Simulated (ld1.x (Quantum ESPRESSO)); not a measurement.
# Scattering properties, TM semilocal potential for bromine

* Element: Br (Z = 35)
* Generator: ld1.x (Quantum ESPRESSO) 7.5
* Type: norm-conserving Troullier–Martins (semilocal form)
* Functional: PBE
* Relativity: scalar-relativistic
* Frozen core: [Ar]
* Valence charge: 17
* Reference configuration: 3d10 4s2 4p5
* Partial waves: 4s (bound): rc 1.00 bohr; 4p (bound): rc 1.35 bohr; 3d (bound): rc 0.50 bohr
* Local potential: the d channel
* Core correction: none

The phase is arctan(r·u′/u) with u = r·R(r), unwrapped; energies in Ry, scanned from -7 to 5 Ry. A pole is an energy at which the radial function vanishes at the test radius. The pseudo phase is shifted by a multiple of π to meet the all-electron one at the reference energy, and phase errors are pseudo minus all-electron; the curves can meet again beyond the range given. Levels narrower than the energy grid can be missing from the lists of poles.

| channel | radius (bohr) | reference energy (Ry) | poles, all-electron | poles, pseudo | unbroken range about the reference energy with phases within 0.05 rad | phase error 1 Ry above the reference energy (rad) |
| --- | --- | --- | --- | --- | --- | --- |
| s | 1.49 | -1.48 | none | 1.38 | below 0.0 | -0.025 |
| p | 1.49 | -0.58 | none | none | the whole range | -0.010 |
| d | 1.49 | -4.90 | -4.68 | -4.68 | the whole range | +0.000 |

A Bessel basis up to 400 Ry misses an occupied level by 0.25 Ry, so cutoffs and ghosts were not judged.

Phases in the p channel:

```
E (Ry)  all-electron  pseudo
 -7.00         1.282   1.272
 -6.74         1.275   1.265
 -6.48         1.267   1.257
 -6.22         1.258   1.249
 -5.96         1.249   1.240
 -5.70         1.240   1.230
 -5.44         1.229   1.220
 -5.18         1.217   1.209
 -4.92         1.205   1.196
 -4.66         1.191   1.183
 -4.40         1.176   1.168
 -4.14         1.159   1.152
 -3.88         1.141   1.133
 -3.62         1.120   1.113
 -3.36         1.097   1.090
 -3.10         1.071   1.064
 -2.84         1.041   1.034
 -2.58         1.006   1.000
 -2.32         0.966   0.961
 -2.06         0.919   0.915
 -1.80         0.864   0.860
 -1.54         0.797   0.794
 -1.28         0.717   0.715
 -1.02         0.619   0.619
 -0.76         0.501   0.501
 -0.50         0.359   0.359
 -0.24         0.192   0.191
  0.02         0.005   0.002
  0.28        -0.193  -0.200
  0.54        -0.385  -0.397
  0.80        -0.561  -0.578
  1.06        -0.713  -0.733
  1.32        -0.840  -0.864
  1.58        -0.946  -0.971
  1.84        -1.032  -1.060
  2.10        -1.104  -1.133
  2.36        -1.164  -1.194
  2.62        -1.214  -1.246
  2.88        -1.258  -1.290
  3.14        -1.294  -1.328
  3.40        -1.327  -1.361
  3.66        -1.355  -1.391
  3.92        -1.380  -1.417
  4.18        -1.402  -1.440
  4.44        -1.422  -1.462
  4.70        -1.440  -1.482
  4.96        -1.457  -1.500
```
